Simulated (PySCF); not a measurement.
# Two-component Hartree-Fock for Nb+ (niobium, charge +1)

Start: [Kr] 4d4; 4d5/2 filled at m_j = -1/2, +1/2, +3/2, +5/2. Calculated with PySCF 2.14 in x2c-TZVPall-2c with one added diffuse shell each of s, p, d type (9s10p8d1f, 86 functions): generalised Hartree-Fock with the X2C-1e Hamiltonian and a Gaussian nucleus; one run each with spin-orbit coupling (SO) switched off, then screened by Boettger's factors. This is a chosen level, not necessarily the ground level.

```csv
spinor shell,electrons,"ε, spin-free (eV)","ε, screened SO (eV)",weight of nominal j (screened SO),"rms radius, screened SO (bohr)"
1s1/2,2,-19093.5,-19092.6,1.000,0.0415
2s1/2,2,-2749.5,-2749.3,1.000,0.171
2p1/2,2,-2449.4,-2515.5,1.000,0.149
2p3/2,4,-2449.4,-2418.4,1.000,0.154
3s1/2,2,-495.59,-495.56,1.000,0.471
3p1/2,2,-394.72,-405.90,1.000,0.471
3p3/2,4,-394.72,-389.49,1.000,0.482
3d3/2,4,-229.78,-231.57,0.981,0.471
3d5/2,6,-229.78,-228.58,0.987,0.475
4s1/2,2,-78.664,-78.673,1.000,1.25
4p1/2,2,-49.618,-52.712,0.685,1.41
4p3/2,4,-49.618,-48.141,0.842,1.41
4d5/2,4,-14.538,-14.528,0.676,2.20
```

```json
{"quantity": "E (hartree)", "spin-free": "-3816.80771", "screened SO": "-3817.21256"}
{"quantity": "M_J", "spin-free": "4", "screened SO": "4"}
{"quantity": "⟨J²⟩", "spin-free": "20.043", "screened SO": "20.037"}
{"quantity": "⟨L²⟩", "spin-free": "6.040", "screened SO": "6.069"}
{"quantity": "⟨S²⟩", "spin-free": "6.003", "screened SO": "5.997"}
```

Each row is a mean over spinors that exchange with the open shell spreads, by up to 7.149 eV (4p3/2).

Rows whose weight is well below 1 are mixtures of j = l ± 1/2: exchange outweighs spin-orbit coupling there, and the label is only the starting occupation.

Breit and QED terms are absent; they matter most for the inner s and p1/2 levels.

Densities and radii are taken from the X2C orbitals without a picture-change correction, which distorts them close to the nucleus.

Without spin-orbit coupling the j labels of p, d and f shells carry no meaning; the spin-free column gives the mean over the occupied spinors of each nl shell.
